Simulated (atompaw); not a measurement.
## Building the PAW (atompaw) potential for dysprosium (Dy) (PBE, non-relativistic).

atompaw 4.2.0.5 was run on this input:

```
Dy 66
GGA-PBE loggrid 2001 logderivrange -2 5 176
6 6 5 4 0 0
6 0 1
6 1 1
5 2 1
4 3 9
0 0 0
c
c
c
c
c
v
c
c
c
c
v
c
c
v
c
2
3.00 2.40 2.05 2.50
y
4.35
n
y
0.85
n
y
0.1
n
bloechl besselshape
bessel
PWSCFOUT
UPFDX 0.0125d0 UPFXMIN -7.d0 UPFZMESH 66.d0
END
```

Command:

```bash
atompaw < Dy.input > Dy.log
```

The program printed (summary file):

```
Completed calculations for Dy (AE)

 Exchange-correlation type: GGA, Perdew-Burke-Ernzerhof

 Radial integration grid is logarithmic
 r0 =   1.0276580E-04 h =   6.7825429E-03   n =      2001 rmax =   8.0000000E+01

 Non-relativistic calculation

 AEatom converged in  36 iterations
   nz     =  66.00
   delta  =       8.883482935449E-17

 All Electron Orbital energies:
  n  l      occupancy      energy
  1  0      2.0000000E+00 -3.6902111E+03
  2  0      2.0000000E+00 -5.9176044E+02
  3  0      2.0000000E+00 -1.3144438E+02
  4  0      2.0000000E+00 -2.5860479E+01
  5  0      2.0000000E+00 -3.4434488E+00
  6  0      1.0000000E+00 -3.2900472E-01
  2  1      6.0000000E+00 -5.6395122E+02
  3  1      6.0000000E+00 -1.1896197E+02
  4  1      6.0000000E+00 -2.0909991E+01
  5  1      6.0000000E+00 -2.1085978E+00
  6  1      1.0000000E+00 -1.4370137E-01
  3  2      1.0000000E+01 -9.5705573E+01
  4  2      1.0000000E+01 -1.2045495E+01
  5  2      1.0000000E+00 -2.9594849E-01
  4  3      9.0000000E+00 -1.1041518E+00

 Total energy
   Total                    :   -23288.52544451638823

 ---
 Completed calculations for Dy (SC)

 Exchange-correlation type: GGA, Perdew-Burke-Ernzerhof

 Radial integration grid is logarithmic
 r0 =   1.0276580E-04 h =   6.7825429E-03   n =      2001 rmax =   8.0000000E+01

 Non-relativistic calculation

 SCatom converged in   1 iterations
   nz     =  66.00
   delta  =       8.308234194587E-18

 Valence Electron Orbital energies:
  n  l      occupancy      energy
   6  0      1.0000000E+00 -3.2900472E-01
   6  1      1.0000000E+00 -1.4370137E-01
   5  2      1.0000000E+00 -2.9594849E-01

 Total energy
   Total                    :   -23288.52544451660651
   Valence                  :     -504.74859455106804

 PAW parameters:
       lmax =            2
         rc =    3.0018924647753131
        irc =         1517
   rc_shape =    2.4161931902162501
    rc_vloc =    2.0532105515102996
    rc_core =    2.5165532147884941
   Vloc: truncated form - Vps(r)=A.sin(qr)/r for r<rc
   Projector type: Bloechl + Gram-Schmidt ortho.
   Bessel compensation charge shape zeroed at   2.4162E+00

 Number of basis functions     6
 No.   n  nodes  l      Energy         Cp coeff         Occ
  1    6    5    0   -0.3290047E+00 -0.1332749E+02  0.1000000E+01
  2  999    6    0    0.4350000E+01 -0.1562831E+02  0.0000000E+00
  3    6    4    1   -0.1437014E+00 -0.2535102E+02  0.1000000E+01
  4  999    5    1    0.8500000E+00  0.1366737E+01  0.0000000E+00
  5    5    2    2   -0.2959485E+00  0.1839898E+01  0.1000000E+01
  6  999    3    2    0.1000000E+00  0.1700223E+02  0.0000000E+00

 Eigenvalues of overlap operator (in the basis of projectors):
    1        1.15925770E-02
    2        5.43492855E-02
    3        5.04476722E-01
    4        1.15364162E+00
    5        1.08874692E+01
    6        1.65303024E+02

 Orbital leakage outside PAW augmentation regions
   orb  is_core?  %out_of_sphere
   1 0    T           0.00
   2 0    T           0.00
   3 0    T           0.00
   4 0    T           0.00
   5 0    T           0.40
   6 0    F          78.07
   2 1    T           0.00
   3 1    T           0.00
   4 1    T           0.00
   5 1    T           1.64
   6 1    F          92.28
   3 2    T           0.00
   4 2    T           0.00
   5 2    F          28.92
   4 3    T           0.16

 Summary of PAW energies
   Total valence energy     :   -504.74859455330670
   Smooth energy            :      7.51219089467781
   One center               :   -512.26078544798452
   Smooth kinetic           :      2.10930948406849
   Vloc energy              :      0.10942128880472
   Smooth exch-corr         :     -4.44148364490893
   One-center xc            :   -499.27090299945428
```

Note: ghost state, extra bound levels that the all-electron valence spectrum of the same l lacks: p at -22.5 eV. A true bound ghost makes a file unfit for plane-wave use.

The run took about 0.83 s on one core of a shared server CPU.
